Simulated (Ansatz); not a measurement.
Cost and result for the atomization energy of `B/C=C/[SiH3]` (11 atoms, 10 bonds).

```xyz
11

B    -0.9413    1.8326   -1.0394
C    -0.3190    0.8983    0.0131
C     0.0503   -0.3585   -0.2988
Si    0.8101   -1.5755    0.8989
H    -1.2784    2.9493   -0.7725
H    -1.0898    1.4229   -2.1556
H    -0.1644    1.2341    1.0390
H    -0.1106   -0.6804   -1.3291
H     2.1476   -2.0028    0.4074
H     0.9443   -0.9346    2.2318
H    -0.0489   -2.7854    1.0052
```

Total charge 0; spin multiplicity 1. Geometry: relaxed with PBE0-D4/def2-TZVP. Program: Ansatz. All runs use 2 threads of an Arm Neoverse V1 on a shared host. Times are those of one run each, without the atoms' runs, and a repeat can differ threefold. Electronic energies, without spin–orbit coupling; frozen cores. CCSD(T)/CBS adds CCSD(T) − MP2 in def2-TZVPP to the MP2 limit, and its time is that of the two runs behind it. T1 = 0.012; the RHF reference is unstable towards UHF. B3LYP takes the VWN-RPA correlation (the form of Gaussian; ORCA's B3LYP/G).

CCSD(T)/CBS is a level of theory with its own doubt, some kJ/mol a heavy atom from the limit and from the frozen cores, so smaller differences don't rank the functionals.

```csv
level,functions,wall time
BLYP-D4/def2-TZVPP,233,3.6 s
CCSD(T)/def2-SVP,95,4.1 s
BHLYP-D4/def2-TZVPP,233,4.3 s
CAM-B3LYP-D4/def2-TZVPP,233,4.9 s
B2PLYP/def2-TZVPP,233,7 s
B3LYP-D4/def2-TZVPP (with forces),233,7.5 s
PBE-QIDH/def2-TZVPP,233,7.5 s
ωB97X-V/def2-TZVPP,233,12 s
B97M-V/def2-TZVPP,233,13 s
ωB97M-V/def2-TZVPP (with forces),233,16 s
MP2/def2-QZVPP,451,31 s
CCSD(T)/def2-TZVPP,233,7.1 min
CCSD(T)/CBS(def2),–,7.6 min
```

Q: What atomization energy does each give, and how far from CCSD(T)/CBS? (Best estimate.)

A: The calculation gave: 
| level | atomization (kJ/mol) | difference from CCSD(T)/CBS | per bond |
| --- | --- | --- | --- |
| BLYP-D4/def2-TZVPP | 3958.4 | -0.9 | -0.1 |
| CCSD(T)/def2-SVP | 3787.3 | -172.0 | -17.2 |
| BHLYP-D4/def2-TZVPP | 3918.5 | -40.8 | -4.1 |
| CAM-B3LYP-D4/def2-TZVPP | 3993.9 | 34.6 | 3.5 |
| B2PLYP/def2-TZVPP | 3939.8 | -19.5 | -2.0 |
| B3LYP-D4/def2-TZVPP (with forces) | 3986.4 | 27.1 | 2.7 |
| PBE-QIDH/def2-TZVPP | 3951.3 | -8.0 | -0.8 |
| ωB97X-V/def2-TZVPP | 3978.9 | 19.6 | 2.0 |
| B97M-V/def2-TZVPP | 3988.8 | 29.5 | 3.0 |
| ωB97M-V/def2-TZVPP (with forces) | 3980.5 | 21.2 | 2.1 |
| MP2/def2-QZVPP | 3951.4 | -7.9 | -0.8 |
| CCSD(T)/def2-TZVPP | 3874.9 | -84.4 | -8.4 |
| CCSD(T)/CBS(def2) | 3959.3 | 0.0 | 0.0 |

From r2SCAN to r2SCAN0 (25 % exact exchange), in def2-TZVPP and without D4, the atomization energy moves by −35.4 kJ/mol: exact exchange takes away binding that semilocal exchange gives to molecules. Leaving LDA and LC-ωPBE aside and taking each functional with its dispersion term where it has one, the values, not all of them listed here, spread over 88.1 kJ/mol, from BHLYP-D4 to PBE-D4. LDA lies +444.7 kJ/mol from PBE without D4, its usual overbinding. At CCSD(T), def2-SVP lies −171.9 kJ/mol from the extrapolated value and def2-TZVPP −84.4 kJ/mol: correlation converges slowly with the basis, and small sets miss more of it in the bonded molecule than in its fragments.
